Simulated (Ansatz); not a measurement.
All values below come from PBE-D3(BJ)/def2-TZVP (Ansatz, an electronic-structure program). No frequencies were computed at this level.

Ansatz 0.2 input:
```yaml
crystal:
  periodic: [false, false, false]
  atoms:
    - { symbol: B, position_ang: [1.819591, -0.075082, 0.068726] }
    - { symbol: C, position_ang: [0.419598, 0.637147, 0.11772] }
    - { symbol: C, position_ang: [-0.726614, -0.202103, 0.581148] }
    - { symbol: C, position_ang: [-1.793772, -0.479079, -0.144942] }
    - { symbol: H, position_ang: [1.993743, -1.103986, 0.594979] }
    - { symbol: H, position_ang: [2.705583, 0.455535, -0.479936] }
    - { symbol: H, position_ang: [0.171227, 1.103831, -0.839096] }
    - { symbol: H, position_ang: [0.54651, 1.470067, 0.822706] }
    - { symbol: H, position_ang: [-0.629777, -0.609542, 1.579398] }
    - { symbol: H, position_ang: [-1.916388, -0.09126, -1.143831] }
    - { symbol: H, position_ang: [-2.589692, -1.105522, 0.220683] }
basis:
  gaussian: { orbitals: def2-tzvp }
hamiltonian:
  xc: pbe
  dispersion: d3bj
relax:
  max_steps: 150
```

Output:

```
Functional definition: PBE
1017 factors; their error is unknown
mean field evaluation 1: about -3882.8587 eV, gradient 7.1e1 eV
mean field evaluation 2: about -3862.1371 eV, gradient 1.1e2 eV
mean field evaluation 4: about -3895.0549 eV, gradient 1.4e1 eV
mean field evaluation 8: about -3895.5621 eV, gradient 2.5e-1 eV
mean field evaluation 16: about -3895.5262 eV, gradient 3.6e-4 eV
mean field -3895.52622632 eV, -143.1579483348 hartree, gradient 4.6e-5 eV, S^2 0.000000; 0 other end points of the search recorded, 0 dependent functions left out
reference -3895.52627132 eV, -143.1579499883 hartree; 15, 15 occupied and 151, 151 virtual orbitals, 1017 factors
relax step   1: F+E_penalty+E_count = -3895.71550492 eV  Δ(F+E_penalty+E_count) = +0.000e0 eV  max|allowed force component| = 9.146e-1 eV/Å  Δτ_max = 0.0000 Å  (29 SCF iters, accepted)
these checks for a lower state are left out or cut short: starts, cluster_reference, orbital_swaps, neighbouring_geometries, increment
1017 factors; their error is unknown
mean field -3895.58684671 eV, -143.1601760931 hartree, gradient 1.7e-5 eV, S^2 0.000000; 0 other end points of the search recorded, 0 dependent functions left out
reference -3895.58689197 eV, -143.1601777563 hartree; 15, 15 occupied and 151, 151 virtual orbitals, 1017 factors
relax step   2: F+E_penalty+E_count = -3895.77494367 eV  Δ(F+E_penalty+E_count) = -5.944e-2 eV  max|allowed force component| = 3.755e-1 eV/Å  Δτ_max = 0.0358 Å  (32 SCF iters, accepted)
these checks for a lower state are left out or cut short: starts, cluster_reference, orbital_swaps, neighbouring_geometries, increment
1017 factors; their error is unknown
mean field evaluation 32: about -3895.5965 eV, gradient 1.7e-5 eV
mean field -3895.59651991 eV, -143.1605315766 hartree, gradient 1.7e-5 eV, S^2 0.000000; 0 other end points of the search recorded, 0 dependent functions left out
reference -3895.59656526 eV, -143.1605332431 hartree; 15, 15 occupied and 151, 151 virtual orbitals, 1017 factors
relax step   3: F+E_penalty+E_count = -3895.78411905 eV  Δ(F+E_penalty+E_count) = -9.175e-3 eV  max|allowed force component| = 1.149e-1 eV/Å  Δτ_max = 0.0482 Å  (32 SCF iters, accepted)
these checks for a lower state are left out or cut short: starts, cluster_reference, orbital_swaps, neighbouring_geometries, increment
1017 factors; their error is unknown
mean field -3895.59970050 eV, -143.1606484612 hartree, gradient 1.7e-5 eV, S^2 0.000000; 0 other end points of the search recorded, 0 dependent functions left out
reference -3895.59974576 eV, -143.1606501243 hartree; 15, 15 occupied and 151, 151 virtual orbitals, 1017 factors
relax step   4: F+E_penalty+E_count = -3895.78733315 eV  Δ(F+E_penalty+E_count) = -3.214e-3 eV  max|allowed force component| = 5.654e-2 eV/Å  Δτ_max = 0.0448 Å  (31 SCF iters, accepted)
these checks for a lower state are left out or cut short: starts, cluster_reference, orbital_swaps, neighbouring_geometries, increment
1017 factors; their error is unknown
mean field -3895.60247329 eV, -143.1607503590 hartree, gradient 1.7e-5 eV, S^2 0.000000; 0 other end points of the search recorded, 0 dependent functions left out
reference -3895.60251855 eV, -143.1607520227 hartree; 15, 15 occupied and 151, 151 virtual orbitals, 1017 factors
relax step   5: F+E_penalty+E_count = -3895.78988741 eV  Δ(F+E_penalty+E_count) = -2.554e-3 eV  max|allowed force component| = 6.781e-2 eV/Å  Δτ_max = 0.0665 Å  (30 SCF iters, accepted)
these checks for a lower state are left out or cut short: starts, cluster_reference, orbital_swaps, neighbouring_geometries, increment
1017 factors; their error is unknown
mean field -3895.60357305 eV, -143.1607907747 hartree, gradient 1.7e-5 eV, S^2 0.000000; 0 other end points of the search recorded, 0 dependent functions left out
reference -3895.60361830 eV, -143.1607924375 hartree; 15, 15 occupied and 151, 151 virtual orbitals, 1017 factors
relax step   6: F+E_penalty+E_count = -3895.79084367 eV  Δ(F+E_penalty+E_count) = -9.563e-4 eV  max|allowed force component| = 7.270e-2 eV/Å  Δτ_max = 0.1001 Å  (30 SCF iters, accepted)
these checks for a lower state are left out or cut short: starts, cluster_reference, orbital_swaps, neighbouring_geometries, increment
1017 factors; their error is unknown
mean field -3895.60399179 eV, -143.1608061630 hartree, gradient 1.8e-5 eV, S^2 0.000000; 0 other end points of the search recorded, 0 dependent functions left out
reference -3895.60403704 eV, -143.1608078258 hartree; 15, 15 occupied and 151, 151 virtual orbitals, 1017 factors
relax step   7: F+E_penalty+E_count = -3895.79127761 eV  Δ(F+E_penalty+E_count) = -4.339e-4 eV  max|allowed force component| = 7.319e-2 eV/Å  Δτ_max = 0.0123 Å  (33 SCF iters, accepted)
these checks for a lower state are left out or cut short: starts, cluster_reference, orbital_swaps, neighbouring_geometries, increment
1017 factors; their error is unknown
mean field evaluation 64: about -3895.6036 eV, gradient 4.9e-1 eV
mean field -3895.60394432 eV, -143.1608044185 hartree, gradient 1.8e-5 eV, S^2 0.000000; 0 other end points of the search recorded, 0 dependent functions left out
reference -3895.60398952 eV, -143.1608060798 hartree; 15, 15 occupied and 151, 151 virtual orbitals, 1017 factors
relax step   8: F+E_penalty+E_count = -3895.79131712 eV  Δ(F+E_penalty+E_count) = -3.951e-5 eV  max|allowed force component| = 3.964e-2 eV/Å  Δτ_max = 0.0131 Å  (33 SCF iters, accepted)
these checks for a lower state are left out or cut short: starts, cluster_reference, orbital_swaps, neighbouring_geometries, increment
1017 factors; their error is unknown
mean field -3895.60427308 eV, -143.1608165002 hartree, gradient 1.8e-5 eV, S^2 0.000000; 0 other end points of the search recorded, 0 dependent functions left out
reference -3895.60431828 eV, -143.1608181614 hartree; 15, 15 occupied and 151, 151 virtual orbitals, 1017 factors
relax step   9: F+E_penalty+E_count = -3895.79163197 eV  Δ(F+E_penalty+E_count) = -3.149e-4 eV  max|allowed force component| = 2.711e-2 eV/Å  Δτ_max = 0.0131 Å  (32 SCF iters, accepted)
these checks for a lower state are left out or cut short: starts, cluster_reference, orbital_swaps, neighbouring_geometries, increment
1017 factors; their error is unknown
mean field -3895.60438827 eV, -143.1608207333 hartree, gradient 1.8e-5 eV, S^2 0.000000; 0 other end points of the search recorded, 0 dependent functions left out
reference -3895.60443347 eV, -143.1608223946 hartree; 15, 15 occupied and 151, 151 virtual orbitals, 1017 factors
relax step  10: F+E_penalty+E_count = -3895.79172770 eV  Δ(F+E_penalty+E_count) = -9.572e-5 eV  max|allowed force component| = 1.940e-2 eV/Å  Δτ_max = 0.0073 Å  (33 SCF iters, accepted)
these checks for a lower state are left out or cut short: starts, cluster_reference, orbital_swaps, neighbouring_geometries, increment
1017 factors; their error is unknown
mean field -3895.60447618 eV, -143.1608239642 hartree, gradient 1.8e-5 eV, S^2 0.000000; 0 other end points of the search recorded, 0 dependent functions left out
reference -3895.60452138 eV, -143.1608256253 hartree; 15, 15 occupied and 151, 151 virtual orbitals, 1017 factors
relax step  11: F+E_penalty+E_count = -3895.79177787 eV  Δ(F+E_penalty+E_count) = -5.017e-5 eV  max|allowed force component| = 9.158e-3 eV/Å  Δτ_max = 0.0058 Å  (32 SCF iters, accepted)
1017 factors; their error is unknown
mean field evaluation 96: about -3895.6045 eV, gradient 1.8e-5 eV
mean field -3895.60447618 eV, -143.1608239642 hartree, gradient 1.8e-5 eV, S^2 0.000000; 1 other end points of the search recorded, 0 dependent functions left out
reference -3895.60452138 eV, -143.1608256253 hartree; 15, 15 occupied and 151, 151 virtual orbitals, 1017 factors
Total energy: -3895.79182307 eV, -143.1677088353 hartree
Atom 0 at     1.841962    -0.043303     0.095707 Å, force     0.002942     0.006430     0.001228 eV/Å
Atom 1 at     0.418356     0.578105     0.059110 Å, force    -0.004839    -0.005195    -0.004881 eV/Å
Atom 2 at    -0.731152    -0.253455     0.533306 Å, force    -0.005498     0.009158    -0.005491 eV/Å
Atom 3 at    -1.864611    -0.452791    -0.145464 Å, force     0.002560    -0.002491    -0.004108 eV/Å
Atom 4 at     2.091783    -0.965994     0.827692 Å, force     0.001889    -0.002355     0.000219 eV/Å
Atom 5 at     2.731247     0.456476    -0.542868 Å, force     0.000184    -0.003176     0.002334 eV/Å
Atom 6 at     0.187874     1.114301    -0.875366 Å, force    -0.004209    -0.004896     0.004531 eV/Å
Atom 7 at     0.612978     1.398082     0.801966 Å, force     0.001578    -0.002762     0.000157 eV/Å
Atom 8 at    -0.594184    -0.752223     1.499407 Å, force     0.004517     0.003227     0.002679 eV/Å
Atom 9 at    -2.038608     0.017219    -1.116992 Å, force    -0.001330     0.005228     0.004315 eV/Å
Atom 10 at    -2.655636    -1.096411     0.241058 Å, force     0.002206    -0.003169    -0.000983 eV/Å
Dipole moment:    -0.032597     0.110495     0.024851 e Å
```

Cost: around 28 core-seconds (rough).
